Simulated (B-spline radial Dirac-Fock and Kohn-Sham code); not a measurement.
# Zr 2s: cross section and angular parameters

System: the Zr atom in the configuration [Kr] 4d2 5s2; threshold 2532.0 eV (tabulated edge). Method: Dirac-Hartree-Slater photoionisation with a Latter tail; cross sections with all multipoles, angular parameters from the dipole term and its interference with E2. Computed with an atomic code on a B-spline grid.

For linearly polarised light dσ/dΩ = σ/(4π) [1 + β P₂(cos θ) + (δ + γ cos²θ) sin θ cos φ], with θ from the polarisation vector and φ the angle between the beam and the projection of the electron momentum on the plane normal to the polarisation.

| hν (eV) | σ (kb) | β | γ |
| --- | --- | --- | --- |
| 2640 | 49.5 | 1.996 | 0.938 |
| 2984.4 | 40.6 | 1.996 | 0.356 |
| 5310 | 14.3 | 1.997 | -0.020 |
| 6000 | 11.2 | 1.997 | 0.067 |
| 6610 | 9.21 | 1.997 | 0.157 |
| 6900 | 8.43 | 1.997 | 0.202 |
| 8730 | 5.12 | 1.997 | 0.491 |
| 10000 | ? | ? | ? |
| 10200 | 3.64 | 1.997 | 0.715 |
| 10600 | 3.34 | 1.997 | 0.775 |
| 11100 | 3.01 | 1.997 | 0.849 |

Q: Give the values at 10000 eV.

A: σ = 3.81 kb, β = 1.997, γ = 0.685. For an s subshell δ is negligible.
